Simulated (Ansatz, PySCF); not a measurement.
PySCF was given this input:
```python
from pyscf import gto, scf, dft

mol = gto.Mole()
mol.atom = '''
    C     2.61946234   -0.12080198    0.07519818
    C     1.13145560   -0.37294384    0.28609939
    O     0.75114903   -1.55352029    0.56135304
    C     0.27351069    0.69117501   -0.04612125
    C    -1.10274345    0.51481242   -0.28008457
    C    -1.74111940   -0.81938388   -0.31466493
    O    -1.95746116    1.58837860   -0.19956882
    H     2.86650066   -0.15256796   -0.98633710
    H     2.88575787    0.85534601    0.47350326
    H     3.17943379   -0.89836698    0.58696588
    H     0.71731664    1.66480346   -0.20227577
    H    -2.71743804   -0.79755664    0.16405613
    H    -1.85253099   -1.19554056   -1.33463996
    H    -1.05858068   -1.51807561    0.20010768
    H    -1.45335701    2.40594538   -0.11821467
'''
mol.basis = 'cc-pvdz'
mol.spin = 2
mol.verbose = 4
mol.build()

mf = dft.UKS(mol)
mf.xc = 'camb3lyp'
mf.grids.atom_grid = (99, 590)
mf.grids.prune = None
mf.kernel()
```

### Question
Give the equivalent Ansatz (a first-principles code) input.

### Answer
Several could match; the one computed here: 
Ansatz 0.2 input:
```yaml
crystal:
  periodic: [false, false, false]
  atoms:
    - {symbol: C, position_ang: [2.61946234, -0.12080198, 0.07519818]}
    - {symbol: C, position_ang: [1.13145560, -0.37294384, 0.28609939]}
    - {symbol: O, position_ang: [0.75114903, -1.55352029, 0.56135304]}
    - {symbol: C, position_ang: [0.27351069, 0.69117501, -0.04612125]}
    - {symbol: C, position_ang: [-1.10274345, 0.51481242, -0.28008457]}
    - {symbol: C, position_ang: [-1.74111940, -0.81938388, -0.31466493]}
    - {symbol: O, position_ang: [-1.95746116, 1.58837860, -0.19956882]}
    - {symbol: H, position_ang: [2.86650066, -0.15256796, -0.98633710]}
    - {symbol: H, position_ang: [2.88575787, 0.85534601, 0.47350326]}
    - {symbol: H, position_ang: [3.17943379, -0.89836698, 0.58696588]}
    - {symbol: H, position_ang: [0.71731664, 1.66480346, -0.20227577]}
    - {symbol: H, position_ang: [-2.71743804, -0.79755664, 0.16405613]}
    - {symbol: H, position_ang: [-1.85253099, -1.19554056, -1.33463996]}
    - {symbol: H, position_ang: [-1.05858068, -1.51807561, 0.20010768]}
    - {symbol: H, position_ang: [-1.45335701, 2.40594538, -0.11821467]}
basis:
  gaussian:
    orbitals: cc-pVDZ
hamiltonian:
  xc: cam_b3lyp
magnetization: {spin_polarized: true, initial_magnetization: 2}
accuracy: high
```

Both were run: PySCF gave -345.511554 Eh and Ansatz -345.511555 Eh, 0.000 mEh apart.
